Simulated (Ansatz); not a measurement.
SnH3, that is [SnH3]- with one electron fewer. The state is a doublet with charge 0. Geometry PBE-D4/def2-TZVPD, that of the charge -1 singlet; atoms count from 1.

```tsv
atom	x (Å)	y (Å)	z (Å)
Sn1	0.0015	-0.6180	-0.4455
H2	-0.0532	1.0868	-1.0734
H3	1.3303	-0.2056	0.7240
H4	-1.2786	-0.2632	0.7949
```

In the def2 sets Sn takes a core potential; there is no spin–orbit coupling.

Question: Estimate the Mulliken populations from the PBE0/def2-TZVPD orbitals of Ansatz.

Answer: 
```json
{"atom": "Sn1", "charge (e)": "0.03", "spin (α − β)": "0.72"}
{"atom": "H2", "charge (e)": "-0.01", "spin (α − β)": "0.09"}
{"atom": "H3", "charge (e)": "-0.01", "spin (α − β)": "0.09"}
{"atom": "H4", "charge (e)": "-0.01", "spin (α − β)": "0.09"}
```
Mulliken values and Mayer orders depend strongly on the basis. With diffuse functions, as here, like atoms can get unlike values, and bond orders can come out too low or too high.

Question: Where does the spin sit?

Answer: Summed by element: Sn 0.72, H 0.28, of 1 unpaired in all. Largest on single atoms: Sn1 0.72, H2 0.09, H3 0.09.
